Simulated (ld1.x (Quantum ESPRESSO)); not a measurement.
## thallium: excitation energies, all-electron against TM

Tl (Z = 81), norm-conserving Troullier–Martins (Kleinman–Bylander form), made with ld1.x (Quantum ESPRESSO) 7.5 (PBE, fully relativistic). Core [Xe] 4f14 5d10, reference 6s2 6p1. Waves: 6p (bound): rc 3.25 bohr; 6d channel at 0.05 Ry: rc 2.90 bohr; 6s (bound): rc 2.15 bohr. Local part: the s channel. Core correction: Bessel-smoothed model core inside 2.20 bohr.

Open shells are filled in proportion to 2j + 1 (rel_dist='average').

Energies are relative to the spin-unpolarised reference configuration 6s2 6p1; without spin polarisation the order of configurations can differ from experiment.

Give the all-electron excitation energy and the error of the potential for: 6s2 6p0; 6s1 6p0; 6s2 6p0.5; 6s1 6p1; 6s0 6p3; 6s2 6p1.3; 6s1 6p2.

```
valence configuration  charge  ΔE all-electron (eV)  error AE − PS (meV)
              6s2 6p0      +1                 5.273                  -31
              6s1 6p0      +2                26.058                 -405
            6s2 6p0.5    +0.5                 1.901                 -5.2
              6s1 6p1      +1                13.422                 -124
              6s0 6p3       0                14.954                 -149
            6s2 6p1.3    -0.3                -0.519                 -0.6
              6s1 6p2       0                 7.284                  -39
```

Levels in the configuration 6s2 6p1.3:

| level | all-electron (eV) | pseudo (eV) |
| --- | --- | --- |
| 6s j=1/2 | -7.860 | -7.849 |
| 6p j=1/2 | -1.652 | -1.647 |
| 6p j=3/2 | -0.735 | -0.733 |

Note: ghost states, extra bound levels that the all-electron valence spectrum of the same l lacks: d3/2 at -92.0 eV, d5/2 at -48.1 eV. A true bound ghost makes a file unfit for plane-wave use.
